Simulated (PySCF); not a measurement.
Work out the structure from these simulated measurements.

Formula: CH12OSi4.

| Property | Result |
| --- | --- |
| Rotational structure | rotational constants A, B, C: 1.568, 0.947, 0.733 GHz [GFN2-xTB] |
| UV, strongest line | among the 8 lowest singlet transitions: S8 at 7.59 eV (163 nm, f = 0.042) [TDDFT CAM-B3LYP/def2-SVPD] |
| 13C NMR | chemical shifts (computed TMS as zero) by class: 54.0 (1 C) ppm [GIAO PBE0/pcSseg-1] |
| UV, first state | lowest singlet excitation: 6.23 eV (199 nm, f = 0.017) [TDDFT CAM-B3LYP/def2-SVPD] |
| Triplet | lowest triplet excitation (Tamm–Dancoff): 5.93 eV [TDA CAM-B3LYP/def2-SVPD] |
| 1H NMR | chemical shifts (computed TMS as zero) by class: 4.90 (3 H), 4.31 (1 H), 4.08 (1 H), 4.01 (3 H), 3.96 (1 H), 3.57 (3 H) ppm [GIAO PBE0/pcSseg-1] |
| NMR, other nuclei | isotropic shieldings of nuclei other than C and H, by class: 345 (1 O), 387 (1 Si), 419 (1 Si), 425 (1 Si), 471 (1 Si) ppm [GIAO PBE0/pcSseg-1] |
| Dipole | 1.02 D [CAM-B3LYP/def2-SVPD] |
| Polarisability | 124.4 au [CAM-B3LYP/def2-SVPD] |

Gas-phase values; electronic properties from PySCF, density fitting. Levels stand in brackets. The structure is a single GFN2-xTB conformer in the gas phase; no vibrational or solvent corrections. NMR values are class means; diastereotopic atoms form classes of their own.

**Question.** What is the compound? Reason from the data.

**Answer.** Numbering: `[SiH3:1][O:2][C@@H:3]([SiH3:4])[SiH2:5][SiH3:6]`. Its formula, CH12OSi4, gives 0 degrees of unsaturation, so no ring and no π bond. The one carbon: sp3 carbon bound to oxygen [C3] (54.0 ppm). Hydrogen classes from least to most shielded: 3 H on an oxygen-bound silicon, Si1 (4.90 ppm), 1 H on an SiH2 silicon, Si5 (4.31 ppm), 1 H on an SiH2 silicon, Si5 (4.08 ppm), 3 H on an SiH3 silicon, Si4 (4.01 ppm), 1 H on an sp3 carbon bound to oxygen, C3 (3.96 ppm), 3 H on an SiH3 silicon, Si6 (3.57 ppm). The other shieldings belong to: 345 ppm, silyl ether oxygen [O2]; 387 ppm, oxygen-bound silicon [Si1]; 419 ppm, SiH2 silicon [Si5]; 425 ppm, SiH3 silicon [Si4]; 471 ppm, SiH3 silicon [Si6]. The optimised geometry has point group C1 and is an asymmetric top. Structure: `[SiH2]([SiH3])[C@H]([SiH3])O[SiH3]`. Computed isomers that give other values at the same levels: `O[SiH2]C[SiH2][SiH2][SiH3]` (13C chemical shifts (computed TMS as zero) by class: -3.4 (1 C) ppm); `CO[SiH2][SiH]([SiH3])[SiH3]` (1H chemical shifts (computed TMS as zero) by class: 5.38 (2 H), 3.67 (3 H), 3.64 (6 H), 2.91 (1 H) ppm); `C[SiH2][Si@H]([SiH3])[SiH2]O` (smallest rotational constant: 0.667 GHz; this holds for the one conformer computed). The assignments are read from this structure; whether some other isomer fits the data as well wasn't checked. The mirror image fits equally.

Shape of the structure used: `[SiH3:1][O:2][C@@H:3]([SiH3:4])[SiH2:5][SiH3:6]`: Si1–O2–C3–Si4 100°, O2–C3–Si5–Si6 -47°.
